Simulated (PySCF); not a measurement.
Spectra and structures to be paired. Computed with TDDFT PBE0/def2-SVPD, vertical, gas phase, core orbitals frozen in the response in PySCF 2.14.0, density-fitted response routines. Geometries: PBE0-D3(BJ)/def2-SVP; one conformer of each isolated species. Triplets are in the Tamm–Dancoff approximation.

A. `O=C(O[C@@H]1[C@@H]2[C@@H]3[C@H]1[C@@H]3C2)C`
B. `Clc1nccc(c1F)SC`
C. `FCC(F)CF`

Lowest singlet levels (six at most, fewer where fewer were computed) with oscillator strengths:

1. 138 nm (f 0.027); 137 nm (f 0.002); 135 nm (f 0.004); 134 nm (f 0.018); 129 nm (f 0.014); 129 nm (f 0.009); T1 8.58 eV
2. 211 nm (f 0.001); 183 nm (f 0.013); 173 nm (f 0.007); 168 nm (f 0.012); 166 nm (f 0.022); 165 nm (f 0.023); T1 5.32 eV
3. 254 nm (f 0.075); 242 nm (f 0.177); 235 nm (f 0.003); 222 nm (f 0.000); 219 nm (f 0.139); 216 nm (f 0.000); T1 3.76 eV

Problem. Which spectrum belongs to which structure?

Solution. 1 = C, 2 = A, 3 = B.
- A: S1 at 5.86 eV, HOMO-1→LUMO (70%), HOMO-2→LUMO (20%); Löwdin shares by element: HOMO carbon 67% or more (atoms not listed hold the other 33%); LUMO carbon 45% or more, oxygen 42%; HOMO -7.44 and LUMO 0.27 eV.
- B: S1 at 4.88 eV, HOMO→LUMO+1 (41%), HOMO→LUMO (33%), HOMO-1→LUMO (20%); Löwdin shares by element: HOMO sulfur 48%, carbon 21% or more, nitrogen 7% (atoms not listed hold the other 24%); LUMO carbon 47% or more, nitrogen 21% (atoms not listed hold the other 32%); HOMO -7.02 and LUMO -1.30 eV; point group Cs, 2 of its 6 listed states under f = 0.0005.
- C: S1 at 8.95 eV, HOMO→LUMO (96%); Löwdin shares by element: HOMO carbon 34% or more, fluorine 31% or more (atoms not listed hold the other 35%); LUMO carbon 48%, hydrogen 11% or more (atoms not listed hold the other 40%); HOMO -9.60 and LUMO 0.63 eV.
